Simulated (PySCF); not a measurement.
Simulated absorption spectrum

Compound: F2H7NSi3.
Bonds: N1–Si2, Si2–F3, Si2–F4, Si2–Si5, Si5–Si6. Hydrogens: H7, H8 on N1; H9, H10 on Si5; H11, H12, H13 on Si6.

The calculation used TDDFT wB97X-D/def2-SVPD, vertical, gas phase, core orbitals frozen in the response (PySCF 2.14.0, density-fitted response routines). Isolated species at its GFN2-xTB geometry (one conformer only). Torsions of this conformer, `[NH2:1][Si:2]([F:3])([F:4])[SiH2:5][SiH3:6]`: N1–Si2–Si5–Si6 180°, H–N1–Si2–F3 37°, H–N1–Si2–F3 -173°.

Computed states:

```
state  E (eV)      f
   S1    6.79  0.035
   S2    7.15  0.016
   S3    7.44  0.285
   S4    7.61  0.028
   S5    7.70  0.015
   S6    7.86  0.014
   S7    8.01  0.054
   S8    8.03  0.066
```

Broadening: Gaussians 0.4 eV wide at half height, area fixed by f = 4.319×10⁻⁹ ∫ε dν̃. The cross-section is σ = 3.8235×10⁻²¹ ε cm², given in Mb (10⁻¹⁸ cm²). The width is an assumption, not a result. The curve ends short of the highest state used, and states not computed would add to its high-energy end.

(1) What does the envelope look like, and where are its maxima?

(2) Coming from long wavelengths, where does ε first pass 100 L mol⁻¹ cm⁻¹?

(3) On this curve, what absorbance would a 10⁻⁴ mol/L sample give at 193 nm over a 1 cm path?

## Answers

(1) 
```tsv
E (eV)	σ (Mb)
6.19	0.02
6.21	0.03
6.24	0.05
6.26	0.07
6.28	0.10
6.30	0.14
6.33	0.22
6.35	0.30
6.37	0.41
6.39	0.55
6.42	0.82
6.44	1.05
6.46	1.33
6.48	1.67
6.51	2.27
6.53	2.75
6.55	3.27
6.57	3.85
6.60	4.78
6.62	5.43
6.64	6.09
6.66	6.73
6.69	7.64
6.71	8.18
6.73	8.64
6.75	9.02
6.78	9.42
6.80	9.56
6.82	9.61
6.84	9.58
6.87	9.42
6.89	9.27
6.91	9.12
6.93	9.01
6.96	8.98
6.98	9.12
7.00	9.44
7.02	9.97
7.05	11.26
7.07	12.53
7.09	14.16
7.11	16.20
7.14	20.07
7.16	23.22
7.18	26.84
7.20	30.89
7.23	37.70
7.25	42.63
7.27	47.77
7.29	52.98
7.32	60.64
7.34	65.43
7.36	69.78
7.38	73.55
7.41	77.82
7.43	79.60
```

Maxima: 182 nm (6.82 eV), ε about 2500, made up of S1 (93%) (ε in L mol⁻¹ cm⁻¹; maxima over ε = 5, shares over 10%). At its high-energy end, 7.43 eV, the curve is still rising (ε about 21000, from S3).

(2) At about 195 nm (6.37 eV), 0.43 eV below S1.

(3) 193 nm is 6.424 eV, where ε is about 230 L mol⁻¹ cm⁻¹, so A = ε c l ≈ 0.023 (Beer–Lambert, with the gas-phase spectrum and the assumed width).

On one thread, Arm Neoverse V2 (aarch64), no GPU, on a shared host, this took 36 s wall and 0.82 GiB of memory at its peak.
